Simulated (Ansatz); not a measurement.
`[SiH3]OC([SiH3])S` + `CBN[SiH3]` → `CBN([SiH3])[SiH3]` + `[SiH3]OCS`  (ligand exchange at the Si–C bond)

Computed with Ansatz on PBE0-D4/def2-TZVP structures; ΔE is electronic, products minus reactants. CCSD(T)/CBS is the MP2 limit (def2-TZVPP, def2-QZVPP) plus CCSD(T) − MP2 in def2-TZVPP, frozen cores. Functionals use def2-TZVPP. One conformer a species, not always the lowest.

CCSD(T)/CBS gives -0.45 eV.

Another level gave -0.45 eV. Which?
A. PBE0/def2-TZVPP
B. PBE/def2-TZVPP
C. HF/def2-TZVPP
D. B2PLYP/def2-TZVPP

D. B2PLYP -0.45, PBE -0.34, PBE0 -0.40, HF/def2-TZVPP -0.60 eV.

Largest T1 diagnostic among the species: 0.012.

In def2-TZVPP, CCSD(T) changes the Hartree–Fock value by +0.14 eV (the triples alone add +0.03 eV) and MP2 by +0.13 eV. From PBE to PBE0 (25 % exact exchange), in def2-TZVPP and without D4, ΔE moves by −0.06 eV.
